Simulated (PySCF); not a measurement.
BH₃N, SMILES N[BH], multiplicity 2. The structure is a stationary point at r2SCAN-D4/def2-TZVP. The isomer is the one that the SMILES or the coordinates give; other isomers of the formula were not compared.

Computed with r2SCAN-D4/def2-TZVP run with PySCF.

Harmonic wavenumbers (cm⁻¹): 606, 748, 846, 1067, 1331, 1619, 2618, 3501, 3621. Rotational constants (GHz): 228.6, 30.54, 26.94; symmetry number 1.

### Question
Work out the zero-point energy and the ideal-gas rigid-rotor harmonic-oscillator thermochemistry at 298.15 K and 1 atm.

### Answer
ZPE = ½ Σ hcν = ½ × 15958 cm⁻¹ = 22.81 kcal/mol. H − E(el) = 25.41 kcal/mol. Entropy in cal/(mol K): translation 35.91, rotation 18.09, vibration 0.97, spin 1.38, total 56.34. G − E(el) = 8.61 kcal/mol. Cp = 10.78 cal/(mol K).
